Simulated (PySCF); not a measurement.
# W²⁺ (tungsten, charge +2) across methods

[Xe] 4f14 5d4, high-spin 5D determinant. Calculation: PySCF 2.14, in aug-cc-pVTZ-PP with one added diffuse shell each of s, p, d, f, g type with ECP60MDF (7s7p6d4f3g, 113 functions); scalar relativity through the core potential.

```csv
method,E (hartree),mean ε 5p α (eV),mean ε 5p β (eV),mean ε 5d α (eV),Σ⟨r²⟩ (bohr²),⟨S²⟩
BP86,-66.4954,-59.898,-57.528,-21.067,29.87,6.001
PBE0,-66.4109,-62.948,-59.494,-22.419,29.70,6.001
r2SCAN,-66.4474,-61.215,-57.934,-21.252,29.62,6.002
PBE,-66.4338,-59.830,-57.327,-21.021,29.91,6.001
LDA,-66.2340,-59.813,-57.390,-21.103,30.18,6.000
wB97M-V,-66.3384,-65.416,-62.290,-24.638,29.81,6.001
r2SCANh,-66.4326,-62.277,-58.710,-21.798,29.59,6.002
```

Q: Estimate the same row for UHF.

A: E (hartree) = -65.91348; mean ε 5p α (eV) = -71.528; mean ε 5p β (eV) = -64.837; mean ε 5d α (eV) = -26.024; Σ⟨r²⟩ (bohr²) = 29.57; ⟨S²⟩ = 6.004.

Energies and moments cover only the electrons outside the core potential. Spin-orbit coupling, absent here, splits the open shell strongly.
